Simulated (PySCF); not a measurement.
Nb(NMe)(F)2(Cl) (CH3ClF2NNb), SMILES C[N]=[Nb]([F])([F])[Cl], multiplicity 1.

Geometry optimised at PBE0-D3(BJ)/def2-SVP. The multiplicity is an assumed one; no other spin state was optimised. The structure was generated by enumeration; whether it is a known compound was not checked. The def2 effective core potentials stand for the cores of Nb; spin–orbit coupling is left out.

Vertical ionisation energy (IE) and electron affinity (EA) in eV. Rows of orbital energies are one-electron estimates. Where ΔSCF, EOM or ADC give a negative EA the extra electron is unbound and the value depends on the basis.

```
level                                              IE    EA
-----------------------------------------------  ----  ----
−ε(HOMO), −ε(LUMO), CAM-B3LYP/def2-TZVP (PySCF)  9.54  0.85
−ε(HOMO), −ε(LUMO), PBE/def2-TZVP (PySCF)        6.86  2.70
```
